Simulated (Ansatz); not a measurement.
Molecule: SnH (charge 0, doublet). 
Geometry from a B3LYP-D3(BJ)/def2-TZVP (Ansatz, an electronic-structure program) optimisation:
```xyz
2

Sn     0.0000     0.0000    -0.0350
H      0.0000     0.0000     1.7513
```
Charge 0, spin multiplicity 2.

Total electronic energies in hartree. Cores are frozen in the correlated levels unless marked. UHF or UKS for open shells. No spin-orbit coupling. Frozen are the shells of the preceding noble gas and the d and f shells that filled before the atom's block. Past Kr the def2 sets carry scalar-relativistic core potentials. CBS(X,Y): correlation extrapolated as X^-3; Hartree-Fock from the larger set.

```
level                                        program  energy (Eh)
------------------------------------  --------------  -----------
BLYP/def2-TZVPD                               Ansatz          ___
revPBE-D4/def2-TZVPD                  Ansatz + dftd4   -214.90413
PBE0/def2-SVP                                 Ansatz   -214.84869
PBE0/def2-TZVPD                               Ansatz          ___
r2SCAN0-D4/def2-TZVPD                 Ansatz + dftd4          ___
PBE-QIDH/def2-TZVPD                           Ansatz   -214.57129
SCS-MP2/def2-SVPD                             Ansatz   -213.95987
CCSD/def2-QZVPPD                              Ansatz   -213.99575
CCSD(T)/CBS(def2-TZVPPD,def2-QZVPPD)          Ansatz    -214.0011
```

Q: Some entries are withheld; supply them.

A: 
- BLYP/def2-TZVPD, energy (Eh): -214.80456
- PBE0/def2-TZVPD, energy (Eh): -214.85532
- r2SCAN0-D4/def2-TZVPD, energy (Eh): -214.90187
